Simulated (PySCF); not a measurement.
Question: Write Cartesian coordinates for Cd(SMe)2, `C[S][Cd][S]C` as optimised with PBE0-D3(BJ)/def2-SVP. (Singlet state.)

Answer: 
```xyz
11
C2H6CdS2 angstrom
Cd     0.971    0.411    0.022
S      1.017    0.123    2.352
C      0.408   -1.589    2.559
H     -0.632   -1.704    2.222
H      0.443   -1.799    3.637
H      1.044   -2.324    2.048
S      0.923    0.741   -2.303
C     -0.760    1.408   -2.561
H     -1.543    0.700   -2.255
H     -0.861    1.579   -3.642
H     -0.912    2.368   -2.049
```

Any rigid rotation of these coordinates is as good. Atoms count from 1 in this order. 

Bonds between heavy atoms (Å): Cd1–S2 2.348, Cd1–S7 2.348, S2–C3 1.829, S7–C8 1.828.

Computed, not measured: PBE0-D3(BJ)/def2-SVP geometry optimisation, gas phase, def2 core potentials past Kr in PySCF 2.14.0.

Point group: C2 (tolerance 0.08 Å). No PBE0-D3(BJ)/def2-SVP frequencies stand behind this structure, so it isn't proved a minimum.
